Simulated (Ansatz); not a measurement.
Two isomers of C2H5FOSi: A = `F[SiH2]C1CO1`, B = `FC1CO[SiH2]1`.

Gas-phase electronic energies from Ansatz, PBE0-D4/def2-TZVP geometries. CBS: MP2 limit from def2 TZ/QZ plus the TZ coupled-cluster correction, frozen cores. Functionals use def2-TZVPP. B3LYP here is the variant with VWN-RPA as its local correlation; programs differ in this. Each species was taken in one conformer, which may not be the lowest.

Problem. Which is lower in electronic energy at CCSD(T)/CBS, and by how much? (An estimate is asked.)

Solution. Computed: A, by 55.9 kJ/mol.

Problem. Give E(B) − E(A) in kJ/mol with PBE-D4, CCSD(T)/def2-TZVPP, r2SCAN-D4, CCSD/def2-TZVPP, PBE0-D4, B3LYP-D4, B3LYP. (Estimate.)

Solution. Computed: PBE-D4 50.9, CCSD(T)/def2-TZVPP 55.0, r2SCAN-D4 55.0, CCSD/def2-TZVPP 54.1, PBE0-D4 48.3, B3LYP-D4 51.0, B3LYP 52.9. None reverses the order clearly.

Largest T1 diagnostic: 0.012.

In def2-TZVPP, CCSD(T) changes the Hartree–Fock value by +4.0 kJ/mol (the triples alone add +1.0 kJ/mol) and MP2 by +12.6 kJ/mol.
